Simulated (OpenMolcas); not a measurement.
**Ag5+: from CASSCF to CASPT2**

```yaml
Program: OpenMolcas
Basis: ANO-RCC-VTZP [7s6p4d2f1g]
Scalar_Hamiltonian: DKH2, point nucleus
Active_space: 6 electrons in 10 orbitals (4d 5d)
State_averaging: 2S+1 = 5 even, 5 roots; 2S+1 = 3 even, 45 roots; 2S+1 = 1 even, 49 roots
Spin-orbit_coupling: RASSI with atomic mean-field integrals over the reference wave functions, term energies averaged over their components
```

Methods on the same reference wave functions:
A. CASSCF
B. SS-CASPT2, IPEA 0.25 Eh, imaginary shift 0.1 Eh (closed shells correlated: 4s 4p)
C. MS-CASPT2, IPEA 0.25 Eh, imaginary shift 0.1 Eh (closed shells correlated: 4s 4p)

Energies in cm⁻¹ above 4d⁶ ⁵D₄, the measured ground level; measured values from the list in Gamrath, thesis, University of Mons (2023).

| Level | A | B | C | Measured |
| --- | --- | --- | --- | --- |
| 4d⁶ ⁵D₄ | 0.0 | 0.0 | 0.0 | 0.0 |
| 4d⁶ ⁵D₃ | 2489 | 2520 | 2520 | 2692 |
| 4d⁶ ⁵D₂ | 3801 | 3750 | 3760 | 3953 |
| 4d⁶ ⁵D₁ | 4713 | 4670 | 4670 | 4941 |
| 4d⁶ ⁵D₀ | 5137 | 5080 | 5090 | 5380 |
| 4d⁶ ³H₆ | 24093 | 22760 | 22760 | 21512 |
| 4d⁶ ³H₅ [73 %] | 24638 | 23020 | 23020 | 21812 |
| 4d⁶ ³P₂(1) | 25102 | 21850 | 21840 | 21042 |
| 4d⁶ ³F₃(1) [75 %] | 28104 | 25480 | 25480 | 24441 |
| 4d⁶ ³F₂(1) | 29197 | 26440 | 26390 | 25306 |
| 4d⁶ ³G₅ [73 %] | 31363 | 29040 | 29040 | 27958 |
| 4d⁶ ³P₁(1) | 32169 | 28910 | 28800 | 28232 |
| 4d⁶ ³P₀(1) [75 %] | 32928 | 29620 | 29590 |  |
| 4d⁶ ³G₄ | 33337 | 30740 | 30730 | 29660 |
| 4d⁶ ³G₃ [75 %] | 34027 | 31360 | 31340 | 30361 |
| 4d⁶ ¹I₆ | 37714 | 35890 | 35890 | 34194 |
| 4d⁶ ³D₂ | 38393 | 33970 | 34000 | 32650 |
| 4d⁶ ³D₁ | 39002 | 34710 | 34730 | 33558 |
| 4d⁶ ³D₃ | 39235 | 34850 | 34850 | 33509 |
| 4d⁶ ¹G₄(1) | 41421 | 38950 | 38910 | 37481 |
| 4d⁶ ¹S₀ [68 %] | 47368 | 43280 | 43010 |  |
| 4d⁶ ¹D₂(1) | 48679 | 43280 | 43250 | 41372 |
| 4d⁶ ¹F₃ | 53066 | 46850 | 46850 | 44724 |
| 4d⁶ ³P₀(2) | 59792 | 52900 | 53170 |  |

Deviations, from unrounded energies. A percentage is the sum of absolute deviations over the sum of measured energies, with the sign that they share, or ± where signs differ.

```csv
Against measurement,Levels,A,B,C
mean absolute deviation (cm-1),20,3600,1100,1000
fine structure of the ground term (%),4,-4.9,-5.6,-5.4
other terms of the ground configuration (%),16,+14.7,+4.2,+4.1
```

B, C lie about equally close to measurement and A furthest from it. The largest miss of C in the table is 4d⁶ ¹F₃, by +2100 cm-1. The ranking rests on the paired levels alone, and a cruder setting can come out closer through cancelling errors.

Between B and C the level of the table that moves most is 4d⁶ ³P₀(2), by 270 cm-1 (lowest in B, highest in C). Moves below CASPT2's spread within the term are not significant.

The mean deviations of B to C differ by less than CASPT2's widest spread within a term (1300 cm-1), so their order carries little weight.

From A to B the spin-free energies of the other terms of 4d⁶ shown, above ⁵D, scale by factors of 0.87 to 0.94, as is usual when dynamic correlation screens the repulsion within a d or f shell.

The lowest spin-free term lies below A's lowest term by 0.332 hartree in B, 0.332 hartree in C.

CASPT2 breaks the degeneracy within a term, and the mean is taken; among the terms shown or strongly mixed into the levels shown the widest spread is 1300 cm-1 (4d⁶ ¹I, C). Active for correlation alone: 5d; no level in the range computed is led by a configuration that fills it, so any true level of that kind is missing. Without dynamic correlation excited terms often stand tens of per cent too high (terms of higher spin than the ground term too low), and those without a measured partner can miss by more than the paired ones (holds for A). The CASPT2 spread within a term exceeds the gap to the next term for 4d⁶ ³D and 4d⁶ ¹I, so the order of their levels is uncertain (holds for C). Computed and measured levels are paired by configuration, term and J; levels that our copy of the source lacks, or whose pairing is in doubt (as where it misses far off the trend of its configuration), stay unpaired and out of the deviations. Only configurations of the active space appear. The table leaves out levels that lie high or whose names do not pair safely across all columns.

A share in square brackets marks a mixed level and gives the weight of the term that names it, the lowest over the columns. A number in round brackets counts repeated terms of one configuration in the order of the reference energies.
